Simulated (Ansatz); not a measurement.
## Ligand exchange: Sn(CH3)Br + H2S → Sn(CH3)(SH) + HBr

Species: Sn(CH3)Br, singlet; H2S (hydrogen sulfide) `S`, singlet; Sn(CH3)(SH), singlet; HBr (hydrogen bromide), singlet. The partners trade Br for SH: Sn–Br and H–SH bonds give way to Sn–SH and H–Br.

Shapes, held fixed at every level: PBE0-D4/def2-TZVP. Flexible molecules stand in one conformer, not always the lowest. Programs: Ansatz 0.2.0. The zero-point and thermal change to 298 K, harmonic and unscaled (PBE0-D4/def2-TZVP), is -1.5 kJ/mol.

(1) Estimate ΔH(298 K) of this reaction.

Results:

(1) The highest level, CCSD(T)/def2-TZVPP, gives ΔH(298 K) = +41.1 kJ/mol; the levels span +41.1 to +60.6. The column of differences is taken from that level and isn't an error. No measured value is set beside it here. For atoms past krypton def2 sets carry core potentials with scalar relativity. Relativity is left out for Br. Outer-core shells of Br, Sn are correlated, in sets that cover them unevenly.

```tsv
level	kind	ΔH(298 K) (kJ/mol)	less CCSD(T)/def2-TZVPP
HF/def2-SVP	Hartree–Fock	+56.7	+15.6
HF/def2-TZVPP	Hartree–Fock	+60.6	+19.5
r2SCAN-D4/def2-TZVPP	meta-GGA	+42.7	+1.6
wB97X-V/def2-TZVPP	range-separated hybrid	+47.5	+6.4
B2PLYP/def2-TZVPP	double hybrid	+45.5	+4.4
MP2/def2-TZVPP	perturbation theory	+41.7	+0.6
CCSD/def2-TZVPP	coupled cluster or CI	+44.5	+3.4
CCSD(T)/def2-TZVPP	coupled cluster or CI	+41.1	0.0
```
